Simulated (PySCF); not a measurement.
# Computed properties of C₂H₇ClOSi₂, SMILES O[SiH2]/C(Cl)=C/[SiH3]

C2H7ClOSi2, SMILES C(/[SiH3])=C(/Cl)[SiH2]O. Geometry optimised at r2SCAN-D4/def2-SVP. The structure was generated by enumeration; whether it is a known compound was not checked. The values are those of a single conformer. All values are computed for the isolated molecule unless a solvent is named; none is compared with measurement here.

**Structure.** All 33 harmonic modes at r2SCAN-D4/def2-SVP (PySCF) are real, so it is a minimum. With heavy atoms numbered as in [OH:1][SiH2:2]/[C:3]([Cl:4])=[CH:5]/[SiH3:6], the shortest bond between them is C3–C5 at 1.343 Å and the longest Si2–C3 at 1.884 Å.

**Vibrations.** The strongest infrared lines (harmonic, unscaled, degenerate partners summed) lie at 897 cm⁻¹ (580 km/mol, H 88 %), 2216 cm⁻¹ (138 km/mol, H 97 %), 826 cm⁻¹ (131 km/mol, H 66 %, O 16 %, C 14 %). The softest mode is at 49 cm⁻¹ and the zero-point energy is 49.7 kcal/mol.

**Electronic structure.** CAM-B3LYP/def2-TZVP (PySCF) places the frontier levels at -9.15 and -0.32 eV, a gap of 8.83 eV, and gives a dipole moment of 0.65 D and a mean polarisability of 91.7 bohr³. PBE/def2-TZVP (PySCF) at the same geometry gives -6.72 and -2.35 eV, so its gap is 4.46 eV narrower. An orbital gap is neither the optical nor the fundamental gap.

**Excitations.** TDA-PBE0/def2-SVPD (PySCF) has S1 at 5.66 eV (219 nm, f = 0.003, weak); the most intense of the 10 singlets computed lies at 6.07 eV (f = 0.30). T1 (TDA) is at 3.69 eV, 1.97 eV under S1. TDA-PBE/def2-SVPD (PySCF) puts S1 at 5.00 eV. No vertical singlet excitation falls in the visible range (under 3.1 eV).

**NMR.** GIAO shifts at HF/pcSseg-1 (PySCF) (non-relativistic, atoms alike by connectivity averaged): ¹³C from 148.4 to 173.3 ppm against TMS; ¹H from 2.4 to 7.0 ppm against TMS; ²⁹Si from -74.7 to -31.2 ppm against TMS. Without spin–orbit terms, shifts of atoms bonded to Cl or Br come out too high.

**Solvation.** SMD-M06-2X/6-31G* (PySCF) gives -1.6 kcal/mol in water, -3.4 kcal/mol in tetrahydrofuran, -3.0 kcal/mol in benzene (1 M in both phases, gas-phase geometry).
